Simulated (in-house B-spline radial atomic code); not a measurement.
A fraction x of an electron is removed from 4d in In³⁺, starting from [Kr] 4d10 and keeping the highest spin. Level of theory: scalar-relativistic (X2C) BLYP, spin-polarised, spherical fractional occupations, Fermi nucleus of rms radius 4.6156 fm; calculated with a radial B-spline atomic code at the basis-set limit.

```json
{"x": "0", "E(x) - E(0) (eV)": "0.0000", "4d down level (eV)": "-47.743"}
{"x": "0.06", "E(x) - E(0) (eV)": "2.8938", "4d down level (eV)": "-48.716"}
{"x": "0.24", "E(x) - E(0) (eV)": "11.9268", "4d down level (eV)": "-51.658"}
{"x": "0.25", "E(x) - E(0) (eV)": "12.4442", "4d down level (eV)": "-51.823"}
{"x": "0.38", "E(x) - E(0) (eV)": "19.3208", "4d down level (eV)": "-53.973"}
{"x": "0.5", "E(x) - E(0) (eV)": "25.9176", "4d down level (eV)": "-55.976"}
{"x": "0.52", "E(x) - E(0) (eV)": "27.0404", "4d down level (eV)": "-56.311"}
{"x": "0.68", "E(x) - E(0) (eV)": "36.2658", "4d down level (eV)": "-59.010"}
{"x": "0.81", "E(x) - E(0) (eV)": "44.0808", "4d down level (eV)": "-61.224"}
{"x": "0.99", "E(x) - E(0) (eV)": "55.3792", "4d down level (eV)": "-64.320"}
{"x": "1", "E(x) - E(0) (eV)": "56.0233", "4d down level (eV)": "-64.492"}
```

The exact functional would give a straight line between the two integer points. Deviations E(x) - E(0) - x[E(1) - E(0)], in eV: -0.468 at x = 0.06, -1.519 at x = 0.24, -1.562 at x = 0.25, -1.968 at x = 0.38, -2.094 at x = 0.5, -2.092 at x = 0.52, -1.83 at x = 0.68, -1.298 at x = 0.81, -0.084 at x = 0.99.

The curve lies below the straight line by up to 2.094 eV (at x = 0.5): convex, the delocalisation error that favours fractional charges.

(1) How well does Slater's transition state (minus the level at half occupation) give the ionisation energy?

Results:

(1) It gives 55.976 eV against 56.023 eV from the two total energies; NIST lists 55.45 eV, ground level to ground level.
